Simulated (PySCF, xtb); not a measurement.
Cs(I) cation (CsI), SMILES [I][Cs] (connectivity only; charge and spin as stated), charge +1, multiplicity 2.

Harmonic wavenumbers (cm⁻¹) from GFN2-xTB in xtb at its own minimum, in rising order: 52.

Problem. What does r2SCAN-D4/def2-TZVPD (PySCF) give at its own minimum? (The exact figures need the calculation; the answer reports its results.)

Solution. 42. Paired by order, the mean absolute difference is 10 cm⁻¹ and the zero-point energies are 0.1 and 0.1 kcal/mol.
